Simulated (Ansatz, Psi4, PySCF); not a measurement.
sulfur trioxide (O3S), singlet, geometry from GFN2-xTB. Base run: PBE/6-31G** (PySCF).

Geometry (Å):
```xyz
4

O     -0.6918    -1.2368    -0.0460
S      0.0000     0.0000     0.0000
O     -0.7251     1.2184    -0.0021
O      1.4169     0.0184     0.0481
```
Charge 0, spin multiplicity 1.
All else is at PySCF's defaults.

The same geometry, method and basis name were run in Ansatz (a first-principles code) and Psi4 and PySCF, at each program's defaults and at the settings that a row names. The base is PySCF at its defaults. Differences at the defaults can come from grids, fitting, cores and function types together.

```csv
code and settings,ΔE vs base (µEh),basis functions,E (Eh),SCF cycles
"PySCF, defaults (exact integrals, its default grid, spherical functions)",0.0,60,-623.36278,9
"Psi4, defaults (density fitting with its default set, its default grid, Cartesian functions)",-7275,64,-623.37005,8
"Ansatz, defaults (factorised integrals, its default grid, Cartesian functions)",-7250,64,-623.37003,-
"PySCF, density fitting with def2-universal-jkfit",-63.4,60,-623.36284,9
"PySCF, fine grid",1.6,60,-623.36277,9
"Psi4, exact integrals, spherical functions, fine grid",1.9,60,-623.36277,10
"Ansatz, high accuracy, Cartesian functions as the basis file defines them",-7249,64,-623.37002,-
```
